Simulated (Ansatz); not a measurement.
CH4Cl2SSi, SMILES `CS[SiH](Cl)Cl`. The species carries charge 0 and has multiplicity 1. Geometry: relaxed with PBE0-D4/def2-TZVP. It is one conformer, not always the lowest.

```xyz
9

C     0.384   -0.644    1.343
S     0.985   -0.899   -0.353
Si   -0.213    0.484   -1.381
Cl   -2.207    0.076   -1.158
Cl    0.071    2.393   -0.695
H     0.568    0.378    1.668
H    -0.677   -0.881    1.415
H     0.949   -1.330    1.972
H     0.141    0.422   -2.810
```

Task: What is the dipole moment at B3LYP/def2-TZVPP? (Estimate.)

Result: Computed: 1.29 D, with components (0.38, -0.59, 1.08) D in this frame, pointing from negative to positive charge.

Task: And with PBE, r2SCAN, ωB97M-V? (Estimate.)

Result: The calculation gave: PBE 1.32 D, r2SCAN 1.36 D, ωB97M-V 1.27 D.

Task: Give the Mulliken charges with B3LYP, r2SCAN, ωB97M-V in def2-TZVPP. (An estimate is asked.)

Result: The calculation gave: 
```csv
atom,B3LYP,r2SCAN,ωB97M-V
C1,-0.27,-0.15,-0.35
S2,-0.18,-0.20,-0.14
Si3,0.55,0.58,0.42
Cl4,-0.22,-0.23,-0.19
Cl5,-0.22,-0.23,-0.19
H6,0.13,0.10,0.15
H7,0.13,0.10,0.15
H8,0.13,0.09,0.14
H9,-0.04,-0.06,0.00
```

B3LYP here is the variant with VWN-RPA as its local correlation; programs differ in this.
